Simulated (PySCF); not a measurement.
(E)-1,2-dichloro-1,2-difluoroethene (C₂Cl₂F₂), SMILES F/C(Cl)=C(/F)Cl. Geometry: B3LYP-D3(BJ)/def2-SVP.

Level of theory: B3LYP-D3(BJ)/def2-SVP (PySCF 2.14.0).

Harmonic wavenumbers (cm⁻¹): 133, 177, 291, 364, 425, 427, 547, 646, 881, 1219, 1260, 1781. Rotational constants (GHz): 4.259, 1.482, 1.099; symmetry number 2.

Problem. Work out the zero-point energy and the ideal-gas rigid-rotor harmonic-oscillator thermochemistry at 298.15 K and 1 atm.

Solution. ZPE = ½ Σ hcν = ½ × 8152 cm⁻¹ = 11.65 kcal/mol. H − E(el) = 15.93 kcal/mol. Entropy in cal/(mol K): translation 40.57, rotation 26.85, vibration 10.72, total 78.14. G − E(el) = -7.37 kcal/mol. Cp = 20.80 cal/(mol K). Modes under 150 cm⁻¹ make the vibrational entropy uncertain.
